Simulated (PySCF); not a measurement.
# Diatomic cations of As with group 13

PBE0 with triple-zeta basis sets in PySCF, for the lowest determinant that a PBE0 search found; no spin–orbit coupling. De refers to high-spin ground-configuration atoms (the charge goes to the atom of lower measured ionisation energy or higher electron affinity, which is not always the lowest computed limit). A positive dipole points towards As; it is taken about the centre of mass and depends on that origin.

```tsv
M	basis	charged atom	state (unpaired electrons)	Re (Å)	ωe (cm⁻¹)	De (eV)	μ (D)
B	def2-TZVPPD	B+	quartet (σ ↑, π ↑↑)	1.968	637	2.93	-2.42
Ga	def2-TZVPPD	Ga+	quartet (σ ↑, π ↑↑)	2.704	126	0.69	-2.49
```

Question: The row for M = Al is missing. Estimate Re, ωe and De as the mean of the rows for B and Ga, and compare with the calculation.

Answer: The means are 2.336 Å, 382 cm⁻¹ and 1.81 eV. PBE0 in def2-TZVPPD gives AlAs⁺ as a quartet (σ ↑, π ↑↑) with Re = 2.581 Å, ωe = 213 cm⁻¹, De = 0.88 eV, so the estimate is off by -24.5 pm, +79 % and +0.93 eV.

Spin–orbit coupling is left out. For an ion De counts to the pair picked by the measured ionisation energies or electron affinities, which need not be the lowest pair at this level. States were picked by a PBE0 search and need not be the measured ground states.
